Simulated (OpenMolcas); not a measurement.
# Fe2+: moving or changing the point charges

Fe2+ among 5 point charges of -2 e arranged as a trigonal bipyramid (D3h), 1.96 Å from the ion, with the axial distance 2.136 Å.

```yaml
Program: OpenMolcas 26.06
Method: CASSCF
Basis: ANO-RCC-VDZP [5s4p2d1f]
Scalar_Hamiltonian: DKH2, point nucleus
Active_space: 6 electrons in 5 orbitals (3d)
State_averaging: 2S+1 = 5 even, 5 roots; 2S+1 = 3 even, 45 roots; 2S+1 = 1 even, 50 roots
Spin-orbit_coupling: state interaction with AMFI integrals over the reference wave functions
```

Runs around this geometry, states (labels of D3, the rotations of D3h). Energies in cm-1 above the lowest state or level, χT in cm3 K/mol.

| R (Å) | q (e) | Ground state | First state of that spin | First gap with spin-orbit (degeneracies) | χT at 300 K | First state of another spin |
| --- | --- | --- | --- | --- | --- | --- |
| 1.96 | -1.6 | 5E | 5E 847.6 | 72.2 (2, 2) | 4.290 | 3A2 20409 |
| 1.96 | -2 | 5E | 5E 642.0 | 73.6 (2, 2) | 4.403 | 3A2 19715 |
| 2.12 | -2 | 5E | 5E 671.2 | 70.3 (2, 2) | 4.432 | 3A2 20700 |

Scaling the charges by -1.6 / -2 = 0.80 scales the first state of the same spin by 847.6 / 642 = 1.32; with fixed orbitals a first-order splitting would follow the charge.

An orbital doublet at a regular site is open to a Jahn-Teller distortion, which this geometry leaves out. Without dynamic correlation the repulsion within the d shell is too large (B by tens of per cent), so at a given field states of lower spin stand too high. The ground term spreads over less than 5000 cm-1, several times less than with real ligands, so orbital moments are less quenched and χT lies further from the spin-only value than at real sites. This is an electrostatic model: the charges have no orbitals. No measured value stands beside these numbers.
